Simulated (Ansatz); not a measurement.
Isolated molecules relaxed with PBE0-D4/def2-TZVP in Ansatz; ΔE leaves out vibrations. CBS: MP2 limit from def2 TZ/QZ plus the TZ coupled-cluster correction, frozen cores. This one scheme is used for every species, atoms too. Functionals use def2-TZVPP. No spin–orbit coupling; open shells (•) take unrestricted orbitals. Spin–orbit coupling would lower the free atoms: a little for Al, B, C, F. One conformer a species, not always the lowest.

`[CH3][AlH][B](C)F` → Al• + B• + 2 C• + F• + 7 H•  (atomization)

`[CH3][AlH][B](C)F`:

Cartesian coordinates in Å:
```
C -0.907 1.585 -1.561
Al -0.442 1.091 0.278
B -0.133 -0.960 0.914
C 1.225 -1.738 0.900
F -1.207 -1.640 1.342
H -1.023 0.733 -2.235
H -0.141 2.246 -1.982
H -1.842 2.156 -1.577
H -0.265 2.284 1.327
H 1.178 -2.712 1.394
H 2.033 -1.147 1.344
H 1.524 -1.899 -0.145
```

Q: What is ΔE at CCSD(T)/CBS? (Best estimate.)

A: Ansatz gave: +4376.3 kJ/mol.

Q: What do these levels give: PBE-D4, PBE0-D4, ωB97M-V, B2PLYP, PBE, r2SCAN, CCSD/def2-TZVPP, CCSD(T)/def2-TZVPP, HF/def2-QZVPP, MP2/def2-QZVPP, HF/CBS(def2), CCSD/CBS(def2)? (Best estimate.)

A: Computed: PBE-D4 4442.7, PBE0-D4 4391.6, ωB97M-V 4397.0, B2PLYP 4345.4, PBE 4424.4, r2SCAN 4402.9, CCSD/def2-TZVPP 4233.8, CCSD(T)/def2-TZVPP 4282.6, HF/def2-QZVPP 3376.6, MP2/def2-QZVPP 4392.9, HF/CBS(def2) 3377.4, CCSD/CBS(def2) 4327.4 kJ/mol.

Largest T1 diagnostic among the species: 0.018.

In def2-TZVPP, CCSD(T) changes the Hartree–Fock value by +910.6 kJ/mol (the triples alone add +48.8 kJ/mol) and MP2 by +965.6 kJ/mol; breaking electron pairs costs correlation energy, which Hartree–Fock lacks. From PBE to PBE0 (25 % exact exchange), in def2-TZVPP and without D4, ΔE moves by −48.4 kJ/mol: exact exchange takes away binding that semilocal exchange gives to molecules.

For atomizations the MP2-based limit and the directly extrapolated one differ by several kJ/mol either way, and by 10 to 25 for some Ge, Se and Sn compounds, so smaller differences from it don't rank the levels.
